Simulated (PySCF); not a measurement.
**Os²⁺ (osmium, charge +2) across methods**

[Xe] 4f14 5d5 6p1, high-spin 7P determinant (an excited configuration). Computed with PySCF 2.14 in x2c-TZVPPall (11s7p7d3f1g, 97 functions), with the spin-free X2C one-electron Hamiltonian (Gaussian nucleus).

```tsv
method	E (hartree)	mean ε 5p β (eV)	mean ε 5d α (eV)	mean ε 6p α (eV)	Σ⟨r²⟩ (bohr²)	⟨S²⟩
r2SCAN0	-17254.08	-73.825	-30.078	-16.851	48.57	12.003
revPBE	-17254.68	-70.470	-27.851	-16.111	48.73	12.001
r2SCAN	-17254.30	-71.609	-28.359	-16.236	48.54	12.002
LDA	-17243.33	-71.081	-28.012	-16.323	48.64	12.001
PBE	-17254.22	-70.550	-27.891	-16.152	48.75	12.001
PBE0	-17254.00	-73.040	-29.726	-16.783	48.70	12.002
LC-wPBE	-17253.97	-75.623	-32.484	-18.891	48.59	12.002
UHF	-17248.93637	-79.077	-34.469	-18.290	49.18	12.004
```

Spin-orbit coupling, absent here, splits the open shell strongly.
